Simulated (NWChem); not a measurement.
Molecule: CH5NOSi2; SMILES O[Si@H]1[SiH2]N=C1

```xyz
10

O     -0.2685     2.2952    -0.5140
Si     0.0301     0.9004     0.3484
C      1.4606    -0.3196    -0.0611
N      0.9733    -1.5108    -0.0626
Si    -0.8179    -1.2637     0.0036
H     -0.4442     2.1954    -1.4546
H      0.1254     1.3644     1.7643
H      2.5512    -0.1719    -0.1917
H     -1.5116    -2.0838     1.0439
H     -1.4211    -1.5896    -1.3252
```
Atoms are numbered in this order, from 1.

Program: NWChem. All runs use the structure optimised with PBE0/def2-SVP. Level: PBE0/def2-SVP with SMD (1 M gas to 1 M solution), gas-phase geometry. Reactions with the solvent are ignored.

Predict the results for solvent toluene. Quantities: solvation free energy (kcal/mol); cavity-dispersion-structure term (kcal/mol); dipole in solution (D).


| Item | Value |
|---|---|
| solvation free energy (kcal/mol) | -3.1 |
| cavity-dispersion-structure term (kcal/mol) | -0.1 |
| dipole in solution (D) | 2.08 |
